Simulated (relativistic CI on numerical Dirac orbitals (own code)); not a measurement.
One change at a time: Hg LVII

Base calculation: Dirac-Coulomb-Breit CI, orbitals from a KLI potential per configuration, QED by a radiative potential, unscaled Slater integrals.

CI space (outside the closed core [Ne]): 3s2.3p6.3d6, 3s2.3p5.3d7, 3s2.3p4.3d8, 3s.3p6.3d7, 3p6.3d8, 3s.3p5.3d8, 3s2.3p6.3d5.4s, 3s2.3p6.3d5.4p, 3s2.3p4.3d7.4s, 3s2.3p6.3d5.4d, 3s2.3p4.3d7.4p, 3s2.3p5.3d6.4s, 3s2.3p6.3d5.4f, 3s2.3p4.3d7.4d, 3s.3p5.3d7.4s, 3s2.3p5.3d6.4p, 3s2.3p5.3d6.4d, 3s2.3p6.3d4.4s2, 3s.3p6.3d6.4s, 3p6.3d7.4s, 3p6.3d7.4p, 3s2.3p6.3d5.5s, 3p6.3d7.4d, 3s.3p6.3d5.4s2. Levels of other configurations are missing.

The lowest level and the first level of each name with at least 55 % of one term (blank where a level has no safe partner in the second run):

| Level | Base (eV) | Shift (eV) |
| --- | --- | --- |
| 3s2.3p6.3d6 3F_4 | 0.000 | 0.000 |
| 3s2.3p6.3d6 3P_0 | 29.873 | +0.001 |
| 3s2.3p6.3d6 5D_3 | 94.101 | 0.000 |
| 3s2.3p6.3d6 3H_6 | 103.968 | -0.001 |
| 3s2.3p6.3d6 3G_5 | 104.079 | -0.001 |
| 3s2.3p6.3d6 3P_1 | 130.574 | 0.000 |
| 3s2.3p6.3d6 3F_3 | 132.061 | 0.000 |
| 3s2.3p6.3d6 5D_2 | 193.946 | 0.000 |
| 3s2.3p6.3d6 5D_0 | 197.036 | 0.000 |
| 3s2.3p6.3d6 3H_5 | 205.315 | -0.001 |
| 3s2.3p6.3d6 1I_6 | 208.841 | -0.001 |
| 3s2.3p6.3d6 1D_2 | 257.418 | +0.001 |
| 3s2.3p6.3d6 1S_0 | 277.660 | +0.001 |
| 3s2.3p5.3d7 5G°_6 | 453.111 | +0.358 |

At this charge energies of transitions that change n are usually good to better than 1 %, and those within a shell (Δn = 0) to a few per cent.

**Question.** One thing was changed in a second run, which moved the levels as shown. Which?
A. QED terms removed
B. configuration mixing switched off
C. P86 correlation estimate
D. Breit term removed
E. only the first 3 configurations

**Answer.** C. P86 correlation estimate. A correlation estimate moves all levels of a configuration together before mixing; mixed levels move by a weighted share.

LS names give the leading component of a level, which can be under half, so a name can repeat, a term be missing and a line seem to break the LS rules.
